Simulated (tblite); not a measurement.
C₅H₇ClF (doublet state).
Atom-mapped SMILES: `[CH2:1][C@@H:2]([F:3])/[C:4]([CH3:5])=[CH:6]\[Cl:7]` (hydrogens: H8, H9 on C1; H10 on C2; H11, H12, H13 on C5; H14 on C6)

Structure used (GFN2-xTB), in Å, numbered top down from 1:
```
atom  x, y, z in Å
C1     1.8430   -0.2075    0.3791
C2     0.8923   -0.0440   -0.7275
F3     0.8459   -1.1751   -1.5179
C4    -0.4822    0.2074   -0.1161
C5    -1.2840   -1.0083    0.2200
C6    -0.9131    1.4336    0.1536
Cl7   -0.0204    2.8641   -0.1988
H8     2.2046    0.6599    0.8906
H9     2.0475   -1.1862    0.7633
H10    1.1617    0.7893   -1.3916
H11   -2.2521   -0.7320    0.6271
H12   -0.7509   -1.6173    0.9484
H13   -1.4279   -1.6135   -0.6734
H14   -1.8652    1.6291    0.6211
```

All values are computed: GFN2-xTB (tblite) harmonic vibrations without scaling, gas phase. The method is semi-empirical: single wavenumbers can be off by several per cent or more. One conformer, not necessarily the lowest. Open shells enter through the occupations alone, without spin polarisation, and single modes of such species can be off by tens of per cent.

Harmonic wavenumbers (cm⁻¹): 46.4, 119.0, 149.2, 160.0, 212.1, 225.2, 270.3, 382.9, 405.0, 476.7, 525.8, 546.6, 756.6, 773.9, 845.5, 887.8, 1018.5, 1030.5, 1063.5, 1121.6, 1142.1, 1202.0, 1251.0, 1272.3, 1359.1, 1394.0, 1458.6, 1468.0, 1669.3, 2871.6, 3015.0, 3030.6, 3054.4, 3077.3, 3153.9, 3210.3.

A = 3281, B = 1403, C = 1162 MHz; mass 121.022 u (most abundant isotopes); point group C1, symmetry number 1; spin multiplicity 2.

Q: What is the zero-point energy?

A: Half the sum of the wavenumbers: 22323 cm⁻¹ = 63.83 kcal/mol.

Q: What is S at 298.15 K and 1 bar for an ideal gas of classical rigid rotors and harmonic oscillators?

A: Translation 40.31, rotation 28.49, vibration 24.01, spin (R ln 2) 1.38: S = 94.2 cal/(mol K).

Q: And Cp and H(298.15 K) − H(0)?

A: Cp = 32.64 cal/(mol K), of which vibrations give 24.69 (their classical limit is 36 R = 71.5); H(298.15 K) − H(0) = 6.21 kcal/mol without the zero-point energy, 3.84 from vibrations.

Q: What must be added to the electronic energy to get the Gibbs energy at 298.15 K and 1 bar?

A: ZPE + [H(298.15 K) − H(0)] − T·S = 63.83 + 6.21 − 28.08 = 41.96 kcal/mol.

Q: Blend soft modes into free rotors: weight 1/[1 + (100 cm⁻¹/ν̃)⁴] for the oscillator and the rest for a rotor with moment μB/(μ + B), μ = h/(8π²ν), B = 10⁻⁴⁴ kg m². What vibrational entropy results?

A: 22.54 cal/(mol K) in place of 24.01, which changes −T·S at 298.15 K by +0.44 kcal/mol.

Q: How do the functions run with temperature in this model?

A: 
```csv
T (K),S (cal/(mol K)),Cp (cal/(mol K)),H − H(0) (kcal/mol),G − H(0) (kcal/mol),ln q(vib)
150,75.9,21.6,2.18,-9.21,2.34
250,88.8,29.2,4.72,-17.47,4.55
400,104.8,39.4,9.89,-32.01,7.79
600,122.8,49.7,18.87,-54.83,11.87
900,144.9,59.2,35.33,-95.12,17.45
```

q(vib) and H(0) count from the zero-point level.

Hindered rotation and anharmonicity are outside this model. Other conformers, if any are populated, would add a mixing term that is left out. The structure is chiral; the term R ln 2 for an equal mix with its mirror image is left out.
